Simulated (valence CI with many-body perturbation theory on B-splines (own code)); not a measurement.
## Ce9+: calculated level list

Calculated by valence CI with perturbative core correlation (CI+MBPT): three valence electrons over a frozen Dirac-Fock core [Kr] 4d10, radial functions for each j: 7 s, 7 p, 7 d, 7 f, 4 g, 2 h, with the one-electron correlation potential Σ1, the two-electron term Σ2, the three-electron term Σ3, Breit, model QED; selected CI, second order for the rest, scaled by the run's own slope (own B-spline code, finite nucleus).

No measured spectrum was set against this ion. As an estimate, levels hold to about 250 cm⁻¹ or 0.2 % of their energy and the worst to 1 %, as in measured heavy ions of charge 2 to 7; those with d or f electrons hold less well.

Levels 46 to 90 of 216, with energies above the lowest level, 5s2 5p 2P°_1/2. "Leading %" is the weight of the configuration and term that name the level; weights of strongly mixed levels are sums over their largest components and can fall short. In the jj column 3d3/2^4 stands for four electrons in 3d with j = 3/2.

| No. | Configuration | Term | J | E (eV) | Leading % | Leading jj | Second component |
| --- | --- | --- | --- | --- | --- | --- | --- |
| 46 | 4f2 5s | 2G | 7/2 | 33.755 | 92 | 4f5/2 4f7/2 5s (55 %) |  |
| 47 | 4f2 5s | 2G | 9/2 | 33.848 | 76 | 4f7/2^2 5s (56 %) | 17 % 4f2 5s 2H |
| 48 | 4f2 5s | 2H | 11/2 | 33.910 | 99 | 4f7/2^2 5s (64 %) |  |
| 49 | 4f2 5s | 2F | 5/2 | 34.312 | 94 | 4f5/2 4f7/2 5s (57 %) | 4 % 4f2 5s 2D |
| 50 | 4f2 5s | 2F | 7/2 | 34.563 | 95 | 4f7/2^2 5s (62 %) |  |
| 51 | 4f2 5s | 2D | 3/2 | 34.856 | 81 | 4f7/2^2 5s (38 %) | 14 % 5s2 5d 2D |
| 52 | 4f2 5s | 2D | 5/2 | 34.947 | 79 | 4f5/2 4f7/2 5s (38 %) | 8 % 5s2 5d 2D |
| 53 | 4f2 5s | 4P | 1/2 | 35.435 | 99 | 4f5/2^2 5s (43 %) |  |
| 54 | 4f2 5s | 4P | 3/2 | 35.494 | 98 | 4f5/2 4f7/2 5s (90 %) |  |
| 55 | 4f2 5s | 4P | 5/2 | 35.594 | 92 | 4f7/2^2 5s (57 %) | 5 % 4f2 5s 2D |
| 56 | 4f2 5s | 2I | 13/2 | 35.756 | 99 | 4f5/2 4f7/2 5s (83 %) |  |
| 57 | 4f2 5s | 2I | 11/2 | 35.762 | 99 | 4f5/2 4f7/2 5s (82 %) |  |
| 58 | 4f2 5s | 2P | 1/2 | 36.840 | 98 | 4f5/2 4f7/2 5s (68 %) |  |
| 59 | 4f2 5s | 2P | 3/2 | 36.852 | 56 | 4f5/2 4f7/2 5s (44 %) | 30 % 5s2 5d 2D |
| 60 | 4f2 5s | 2P | 3/2 | 37.064 | 42 | 4f7/2^2 5s (38 %) | 33 % 5s2 5d 2D |
| 61 | 5s2 5d | 2D | 5/2 | 37.507 | 70 | 5s^2 5d5/2 (70 %) | 11 % 4f 5s 5p 2D |
| 62 | 4f2 5s | 2S | 1/2 | 40.331 | 95 | 4f7/2^2 5s (61 %) |  |
| 63 | 5p3 | 4S° | 3/2 | 42.855 | 33 | 5p1/2^2 5p3/2 (86 %) | 29 % 5p3 2D° |
| 64 | 4f 5p2 | 4G° | 5/2 | 43.944 | 41 | 4f5/2 5p1/2^2 (87 %) | 19 % 4f 5p2 2D° |
| 65 | 4f 5p2 | 4D° | 7/2 | 44.609 | 27 | 4f7/2 5p1/2^2 (86 %) | 22 % 4f 5p2 4G° |
| 66 | 5p3 | 4S° | 3/2 | 45.425 | 51 | 5p1/2 5p3/2^2 (86 %) | 36 % 5p3 2D° |
| 67 | 5p3 | 2D° | 5/2 | 45.643 | 67 | 5p1/2 5p3/2^2 (67 %) | 10 % 5s 5p 5d 2D° |
| 68 | 4f 5p2 | 2G° | 7/2 | 46.426 | 66 | 4f5/2 5p1/2 5p3/2 (90 %) | 28 % 4f 5p2 4G° |
| 69 | 4f 5p2 | 2D° | 5/2 | 46.735 | 41 | 4f5/2 5p1/2 5p3/2 (78 %) | 34 % 4f 5p2 4G° |
| 70 | 4f 5p2 | 4D° | 7/2 | 47.030 | 47 | 4f7/2 5p1/2 5p3/2 (68 %) | 30 % 4f 5p2 4G° |
| 71 | 4f 5p2 | 2G° | 9/2 | 47.044 | 41 | 4f5/2 5p1/2 5p3/2 (46 %) | 40 % 4f 5p2 4G° |
| 72 | 4f 5p2 | 4F° | 3/2 | 47.189 | 39 | 4f5/2 5p1/2 5p3/2 (88 %) | 28 % 4f 5p2 4D° |
| 73 | 4f 5p2 | 4D° | 5/2 | 47.364 | 36 | 4f7/2 5p1/2 5p3/2 (79 %) | 19 % 4f 5p2 4F° |
| 74 | 4f 5p2 | 4F° | 9/2 | 47.454 | 37 | 4f7/2 5p1/2 5p3/2 (94 %) | 36 % 4f 5p2 4G° |
| 75 | 4f 5p2 | 2F° | 5/2 | 47.478 | 49 | 4f5/2 5p1/2 5p3/2 (75 %) | 23 % 4f 5p2 4D° |
| 76 | 4f 5p2 | 2F° | 7/2 | 47.668 | 57 | 4f7/2 5p1/2 5p3/2 (79 %) | 26 % 4f 5p2 4F° |
| 77 | 4f 5p2 | 4G° | 11/2 | 47.899 | 53 | 4f7/2 5p1/2 5p3/2 (90 %) | 42 % 4f 5p2 2H° |
| 78 | 4f 5p2 | 2D° | 3/2 | 47.918 | 33 | 4f5/2 5p1/2 5p3/2 (78 %) | 32 % 4f 5p2 4D° |
| 79 | 4f 5p2 | 4D° | 1/2 | 47.934 | 52 | 4f5/2 5p1/2 5p3/2 (71 %) | 27 % 4f 5p2 2P° |
| 80 | 4f 5p2 | 2G° | 9/2 | 48.337 | 45 | 4f7/2 5p1/2 5p3/2 (46 %) | 44 % 4f 5p2 2H° |
| 81 | 4f 5p2 | 2D° | 3/2 | 48.498 | 51 | 4f7/2 5p1/2 5p3/2 (72 %) | 18 % 4f 5p2 2P° |
| 82 | 4f 5p2 | 2G° | 7/2 | 48.516 | 54 | 4f5/2 5p1/2 5p3/2 (58 %) | 29 % 4f 5p2 2F° |
| 83 | 5p3 | 2P° | 1/2 | 48.761 | 69 | 5p1/2 5p3/2^2 (69 %) | 18 % 4f 5p2 4D° |
| 84 | 4f 5p2 | 2F° | 5/2 | 48.839 | 37 | 4f7/2 5p1/2 5p3/2 (83 %) | 27 % 4f 5p2 2D° |
| 85 | 5s 5p 5d | 4F° | 3/2 | 50.006 | 79 | 5s 5p1/2 5d3/2 (78 %) | 8 % 4f 5p2 2D° |
| 86 | 4f2 5p | 4I° | 9/2 | 50.308 | 61 | 4f5/2^2 5p1/2 (90 %) | 28 % 4f2 5p 2H° |
| 87 | 5s 5p 5d | 4F° | 5/2 | 50.578 | 64 | 5s 5p1/2 5d3/2 (40 %) | 8 % 4f 5p2 4D° |
| 88 | 4f2 5p | 4H° | 7/2 | 50.832 | 50 | 4f5/2^2 5p1/2 (62 %) | 24 % 4f2 5p 2G° |
| 89 | 4f2 5p | 4I° | 11/2 | 50.844 | 53 | 4f5/2 4f7/2 5p1/2 (93 %) | 24 % 4f2 5p 4H° |
| 90 | 4f2 5p | 4H° | 9/2 | 50.922 | 39 | 4f5/2 4f7/2 5p1/2 (88 %) | 19 % 4f2 5p 4G° |

Names give the largest LS component (configuration and term), which can be under half, so a name can repeat, a term be missing and a line seem to break the LS rules; names also repeat where a configuration has a term twice.

Where two levels of one J and parity lie close, their mixing, g and order are uncertain.
